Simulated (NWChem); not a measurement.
A series in which one site is exchanged, each optimised at PBE0/def2-SVP with NWChem, gas phase unless a solvent is named. For some, no frequency run checked for a minimum. def2 effective core potentials on Te, I; no spin-orbit coupling.

A: [GeH3][Te]Br (GeH₃TeBr; site = Br)
B: Cl[Te][GeH3] (GeH₃TeCl; site = Cl)
C: [GeH3][Te]F (GeH3TeF; site = F)
D: [GeH3][Te]I (GeH3TeI; site = I)

Values for A:

orbital gap (eV), PBE0/def2-SVP: 3.67
static polarisability, PBE0/def2-SVPD (bohr³): 99.0
lowest singlet excitation, PBE0/def2-SVPD, TDA (eV): 2.22

Q: How do these values change for the other members?

A: 
| change from A | B | C | D |
|---|---|---|---|
| orbital gap (eV), PBE0/def2-SVP | +0.17 | +0.35 | -0.26 |
| static polarisability, PBE0/def2-SVPD (bohr³) | -8.5 | -23.3 | +14.6 |
| lowest singlet excitation, PBE0/def2-SVPD, TDA (eV) | +0.09 | +0.20 | -0.15 |
